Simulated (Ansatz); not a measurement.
Reactions of Ge2H9N3 (`[NH2][GeH2][NH][GeH2][NH2]`).

Computed with Ansatz on PBE0-D4/def2-TZVP structures; ΔE is electronic, products minus reactants. CCSD(T)/CBS is the MP2 limit (def2-TZVPP, def2-QZVPP) plus CCSD(T) − MP2 in def2-TZVPP, frozen cores. This one scheme is used for every species. DFT in def2-TZVPP. For Ge outer-core shells are correlated without core-valence functions, which leaves a few kJ/mol of doubt a bond. Scalar relativity is left out up to krypton. Each species was taken in one conformer, which may not be the lowest.

```csv
reaction,CCSD(T)/CBS(def2) (kJ/mol)
`[NH2][GeH2][NH][GeH2][NH2]` + `OBF` → `[NH2][GeH2][O]BF` + `[NH2][GeH2][NH2]`,?
`[NH2][GeH2][NH][GeH2][NH2]` + `N[SiH2]C=S` → `[NH2][GeH2][CH]=S` + `N[SiH2][NH][GeH2][NH2]`,-35
`[NH2][GeH2][NH][GeH2][NH2]` + `N[SiH2]C[SiH](N)F` → `N[SiH2][CH2][GeH2][NH2]` + `[NH2][GeH2][NH][SiH](N)F`,?
`[NH2][GeH2][NH][GeH2][NH2]` + `N[SiH](F)C[SiH3]` → `[NH2][GeH2][CH2][SiH3]` + `[NH2][GeH2][NH][SiH](N)F`,?
`[NH2][GeH2][NH][GeH2][NH2]` + CH₃OH → `[NH2][GeH2][CH2]O` + `[NH2][GeH2][NH2]`,43
`[NH2][GeH2][NH][GeH2][NH2]` + `N[SiH2]C=O` → `[NH2][GeH2][CH]=O` + `N[SiH2][NH][GeH2][NH2]`,-39
`[NH2][GeH2][NH][GeH2][NH2]` + `[SiH3]Cl` → `[NH2][GeH2][SiH2]Cl` + `[NH2][GeH2][NH2]`,22
`[NH2][GeH2][NH][GeH2][NH2]` + H₂O → `[NH2][GeH2][OH]` + `[NH2][GeH2][NH2]`,0
`[NH2][GeH2][NH][GeH2][NH2]` + `N[SiH2][S][GeH2][NH2]` → `[NH2][GeH2][S][GeH2][NH2]` + `N[SiH2][NH][GeH2][NH2]`,-39
`[NH2][GeH2][NH][GeH2][NH2]` + `N[SiH2]OBF` → `[NH2][GeH2][O]BF` + `N[SiH2][NH][GeH2][NH2]`,13
```

(1) Fill in the missing values. (Estimate.)

Largest T1 diagnostic: 0.014, for `N[SiH2]C=S`.

Answers

(1) The calculation gave: `[NH2][GeH2][NH][GeH2][NH2]` + `OBF` → `[NH2][GeH2][O]BF` + `[NH2][GeH2][NH2]`: -17.2 kJ/mol; `[NH2][GeH2][NH][GeH2][NH2]` + `N[SiH2]C[SiH](N)F` → `N[SiH2][CH2][GeH2][NH2]` + `[NH2][GeH2][NH][SiH](N)F`: -46.0 kJ/mol; `[NH2][GeH2][NH][GeH2][NH2]` + `N[SiH](F)C[SiH3]` → `[NH2][GeH2][CH2][SiH3]` + `[NH2][GeH2][NH][SiH](N)F`: -46.8 kJ/mol.
